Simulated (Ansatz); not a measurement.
`N#[C][Sn]([F])([F])[F]` + H₂O → `[OH][Sn]([F])([F])[F]` + `C#N` at 400 K and 1 bar (formal hydrolysis of the Sn–C bond).

Gas-phase electronic energies from Ansatz, PBE0-D4/def2-TZVP geometries. CCSD(T)/CBS is the MP2 limit (def2-TZVPP, def2-QZVPP) plus CCSD(T) − MP2 in def2-TZVPP, frozen cores. This one scheme is used for every species. Elements past krypton have def2 core potentials. For Sn outer-core shells are correlated without core-valence functions, which leaves a few kJ/mol of doubt a bond. One conformer a species, not always the lowest.

| species | CCSD(T)/CBS energy (Eh) | H − E (kJ/mol) | S (J/(mol·K)) |
| --- | --- | --- | --- |
| `N#[C][Sn]([F])([F])[F]` | -606.22625 | 70.1 | 395.4 |
| H₂O | -76.37941 | 69.8 | 198.6 |
| `[OH][Sn]([F])([F])[F]` | -589.29279 | 81.9 | 392.7 |
| `C#N` | -93.32098 | 56.1 | 211.9 |

H − E and S are ideal-gas, rigid-rotor, harmonic terms from PBE0-D4/def2-TZVP, for one conformer and one mirror image of each species. 1 Eh = 2625.50 kJ/mol, R = 8.31446 J/(mol·K).

Task: By hand: ΔE, ΔH, ΔS and ΔG.

Result: ΔE = (-589.29279) + (-93.32098) − (-606.22625) − (-76.37941) = -0.00811 Eh = -21.3 kJ/mol. Δ(H − E) = 81.9 + 56.1 − 70.1 − 69.8 = -1.9, so ΔH = -23.2 kJ/mol. ΔS = 392.7 + 211.9 − 395.4 − 198.6 = 10.6 J/(mol·K). ΔG = -23.2 − 400 × (10.6)/1000 = -27.4 kJ/mol.

Task: By hand: the equilibrium constant, and the temperature at which ΔG would vanish if ΔH and ΔS stayed fixed.

Result: log₁₀ K = −ΔG/(RT ln 10) = 3.6. ΔH and −TΔS have one sign here, so there is no such temperature.

The number of gas molecules stays the same, so ΔS is small and ΔH decides. A doubt of 5 kJ/mol in ΔE shifts log₁₀ K by 0.7 here. Other conformers and mirror images would add mixing entropy, several J/(mol·K) or more a flexible species. These are equilibria of isolated gas molecules and say nothing of rates. Largest T1 diagnostic: 0.015 (customary marks: 0.02 for closed shells, 0.045 for open ones).

ΔS is within the doubt of such terms, so its sign, and with it that verdict, could turn.
